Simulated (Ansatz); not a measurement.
Reaction (formal exchange of groups at the Si–O bond): `CO[SiH2]B(O)F` + SiH₄ → `OB(F)[SiH2][SiH3]` + CH₃OH

Computed with Ansatz on PBE0-D4/def2-TZVP structures; ΔE is electronic, products minus reactants. CCSD(T)/CBS adds triple-zeta CCSD(T) − MP2 to the extrapolated MP2 energy (def2 sets, frozen cores). This one scheme is used for every species. One conformer a species, not always the lowest.

```
            species  MP2/def2-QZVPP energy (Eh)
    `CO[SiH2]B(O)F`                  -605.66561
               SiH₄                  -291.42099
`OB(F)[SiH2][SiH3]`                  -781.49182
              CH₃OH                  -115.55941
```

Problem. Work out ΔE.

Solution. ΔE = (-781.49182) + (-115.55941) − (-605.66561) − (-291.42099) = 0.03537 Eh = +0.96 eV. CCSD(T)/CBS gives +0.88 eV.

Largest T1 diagnostic among the species: 0.014.

In def2-TZVPP, CCSD(T) changes the Hartree–Fock value by −0.18 eV (the triples alone add −0.02 eV) and MP2 by −0.11 eV. From PBE to PBE0 (25 % exact exchange), in def2-TZVPP and without D4, ΔE moves by +0.05 eV.
